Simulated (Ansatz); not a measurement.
Reaction (cleavage of the Si–Si bond): `F[SiH2]N[SiH2][SiH3]` + NH₃ → `N[SiH3]` + `F[SiH2]N[SiH3]`

Isolated molecules relaxed with PBE0-D4/def2-TZVP in Ansatz; ΔE leaves out vibrations. CCSD(T)/CBS is the MP2 limit (def2-TZVPP, def2-QZVPP) plus CCSD(T) − MP2 in def2-TZVPP, frozen cores. This one scheme is used for every species. Functionals use def2-TZVPP. One conformer a species, not always the lowest.

`F[SiH2]N[SiH2][SiH3]`:

Z-matrix (Å, degrees):
```
Si
N 1 1.706
F 1 1.602 2 112.5
H 1 1.478 2 108.9 3 -117.7
H 1 1.480 2 109.2 3 117.5
Si 2 1.740 1 127.7 3 84.7
H 2 1.011 1 115.7 3 -86.3
Si 6 2.344 2 111.8 1 -113.6
H 6 1.491 2 110.7 1 124.5
H 6 1.487 2 106.1 1 6.9
H 8 1.489 6 110.7 2 -175.4
H 8 1.487 6 110.6 2 63.6
H 8 1.490 6 109.6 2 -55.9
```

NH₃:

Z-matrix (Å, degrees):
```
N
H 1 1.013
H 1 1.013 2 107.1
H 1 1.013 2 107.1 3 -114.5
```

`N[SiH3]`:

Z-matrix (Å, degrees):
```
Si
N 1 1.720
H 1 1.486 2 107.9
H 1 1.494 2 116.0 3 -120.3
H 1 1.486 2 107.9 3 119.4
H 2 1.007 1 119.6 3 -168.6
H 2 1.007 1 119.6 3 49.2
```

`F[SiH2]N[SiH3]`:

Z-matrix (Å, degrees):
```
Si
N 1 1.706
F 1 1.601 2 112.6
H 1 1.478 2 108.8 3 117.8
H 1 1.480 2 109.3 3 -117.5
Si 2 1.733 1 128.1 3 -87.6
H 2 1.011 1 115.6 3 85.3
H 6 1.487 2 110.9 1 -127.0
H 6 1.487 2 112.0 1 112.6
H 6 1.483 2 106.7 1 -7.3
```

Question: Is it downhill or uphill in electronic energy at CCSD(T)/CBS, and by how much? (An estimate is asked.)

Answer: The calculation gave: Downhill: ΔE = -43.8 kJ/mol.

Question: What do these levels give: PBE-D4, PBE0-D4, ωB97X-V, B2PLYP, HF/def2-TZVPP, SCS-MP2/def2-TZVPP, CCSD/def2-TZVPP, CCSD(T)/def2-TZVPP, HF/def2-QZVPP, MP2/def2-QZVPP, HF/CBS(def2), CCSD/CBS(def2)? (Best estimate.)

Answer: Ansatz gave: PBE-D4 -23.8, PBE0-D4 -30.3, ωB97X-V -43.8, B2PLYP -50.1, HF/def2-TZVPP -66.5, SCS-MP2/def2-TZVPP -55.5, CCSD/def2-TZVPP -47.3, CCSD(T)/def2-TZVPP -44.1, HF/def2-QZVPP -67.7, MP2/def2-QZVPP -52.2, HF/CBS(def2) -67.8, CCSD/CBS(def2) -47.0 kJ/mol.

Largest T1 diagnostic among the species: 0.012.

From PBE to PBE0 (25 % exact exchange), in def2-TZVPP and without D4, ΔE moves by −6.5 kJ/mol. In def2-TZVPP, CCSD(T) changes the Hartree–Fock value by +22.4 kJ/mol (the triples alone add +3.2 kJ/mol) and MP2 by +14.6 kJ/mol.
